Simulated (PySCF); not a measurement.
**Ne²⁺: ionisation energy**

Ne²⁺ [He] 2s2 2p4 (3P) → Ne³⁺ [He] 2s2 2p3 (4S), as a difference of total energies. All numbers are calculated (PySCF 2.14, the non-relativistic Hamiltonian (point nucleus), in def2-QZVPPD (8s5p4d2f1g, 66 functions)). Correlated levels: valence and next inner shell: nothing frozen. The calculations carry no spin-orbit coupling.

```
                                method  ionisation energy (eV)  plus first-order spin-orbit estimate  error of that sum (eV)
                                   UHF                  61.845                                61.883                  -1.540
    MP2 (valence and next inner shell)                  63.179                                63.217                  -0.206
SCS-MP2 (valence and next inner shell)                  63.296                                63.334                  -0.089
   CCSD (valence and next inner shell)                  63.215                                63.253                  -0.170
CCSD(T) (valence and next inner shell)                  63.234                                63.272                  -0.151
```

Reference: 63.423 eV (measured; NIST Atomic Spectra Database, ionization energies).

A first-order spin-orbit estimate (lowest level to lowest level, LS coupling) adds 0.038 eV.

Errors of the correlated levels include the incompleteness of this basis.
